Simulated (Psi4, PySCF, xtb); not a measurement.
Interaction energy of F4Si ··· Cl2 (SMILES F[Si](F)(F)F and ClCl). Monomers: optimised at B3LYP-D3(BJ) (def2-TZVP), held rigid. Orientation: a random orientation, not optimised. R is the distance of the centres of mass, along which the second monomer moves.

Geometry at R = 5.60 Å (first 5 atoms: monomer A):
```
7

F      1.3557    -0.1236     0.7766
Si     0.0000     0.0001    -0.0002
F     -0.1698    -1.2317    -0.9541
F     -1.1870     0.0351     1.0228
F      0.0011     1.3202    -0.8451
Cl    -1.3377    -3.3046    -5.3975
Cl    -0.0479    -2.5685    -4.0378
```

Computed with: GFN1-xTB (xtb); MP2/aug-cc-pVDZ = DF-MP2/aug-cc-pVDZ, frozen core, counterpoise-corrected (Psi4); RKS-B3LYP/6-31G* = restricted B3LYP/6-31G*, spherical d, no counterpoise correction (PySCF 2.14.0); SAPT0/jun-cc-pVDZ, frozen core (Psi4).

Interaction energies in kJ/mol:

```csv
R / Å,GFN1-xTB,MP2/aug-cc-pVDZ,RKS-B3LYP/6-31G*
4.99,0.17,5.79,3.95
5.21,-1.38,0.96,-0.10
5.42,-1.63,-0.75,-1.30
5.60,-1.53,-1.23,-1.39
5.81,-1.33,-1.30,-1.09
6.03,-1.12,-1.15,-0.69
6.29,-0.90,-0.92,-0.33
6.60,-0.69,-0.68,-0.11
7.11,-0.43,-0.40,-0.03
7.78,-0.24,-0.21,-0.02
8.81,-0.10,-0.09,-0.01
10.08,-0.04,-0.04,0.00
```

**Question.** Predict the corresponding SAPT0/jun-cc-pVDZ column.

**Answer.** 4.99: 6.68; 5.21: 1.90; 5.42: 0.08; 5.60: -0.52; 5.81: -0.74; 6.03: -0.72; 6.29: -0.61; 6.60: -0.46; 7.11: -0.28; 7.78: -0.16; 8.81: -0.07; 10.08: -0.03 (kJ/mol).
